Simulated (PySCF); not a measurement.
Compound: ClGeH5OSi.
Numbering: `[SiH3:1][O:2][GeH2:3][Cl:4]` (hydrogens: H5, H6, H7 on Si1; H8, H9 on Ge3)

Method: PBE0-D3(BJ)/def2-SVP geometry optimisation, gas phase (PySCF 2.14.0).

Entries marked ? are missing. Bonds in one row agree within 0.01 Å.

| coordinate | value |
| --- | --- |
| Si1–O2 | 1.666 Å |
| O2–Ge3 | ? |
| Ge3–Cl4 | ? |
| Si1–H5, Si1–H6, Si1–H7 | 1.493 Å |
| Ge3–H8, Ge3–H9 | 1.531 Å |
| O2–Si1–H5 | ? |
| O2–Si1–H6 | ? |
| O2–Si1–H7 | ? |
| H5–Si1–H6 | 109.3° |
| Si1–O2–Ge3 | 138.1° |
| O2–Ge3–Cl4 | ? |
| O2–Ge3–H8 | 109.8° |
| O2–Ge3–H9 | 107.1° |
| Cl4–Ge3–H8 | ? |
| Cl4–Ge3–H9 | ? |
| H8–Ge3–H9 | 115.8° |

Question: Estimate the withheld lengths and angles.

Answer: 
- O2–Ge3 = 1.759 Å, drawn single (ends: oxygen bonded to Ge and Si; germanium bonded to Cl, O and 2 H); 0.10 Å below the sum of covalent radii, 1.86 Å.
- Ge3–Cl4 = 2.156 Å, drawn single (ends: germanium bonded to Cl, O and 2 H; chlorine bonded to Ge); 0.06 Å below the sum of covalent radii, 2.22 Å.
- O2–Si1–H5 = 110.2°, at the oxygen-bound silicon; the outer atoms are 2.593 Å apart.
- O2–Si1–H6 = 107.8°, at the oxygen-bound silicon; the outer atoms are 2.551 Å apart.
- O2–Si1–H7 = 110.9°, at the oxygen-bound silicon; the outer atoms are 2.603 Å apart.
- O2–Ge3–Cl4 = 107.9°, at the germanium bonded to Cl, O and 2 H; the outer atoms are 3.174 Å apart.
- Cl4–Ge3–H8 = 107.4°, at the germanium bonded to Cl, O and 2 H; the outer atoms are 2.996 Å apart.
- Cl4–Ge3–H9 = 108.6°, at the germanium bonded to Cl, O and 2 H; the outer atoms are 3.015 Å apart.

Radii are Cordero's.

No frequency check. The numbers are those of one conformer (Si1–O2–Ge3–Cl4 -43°).
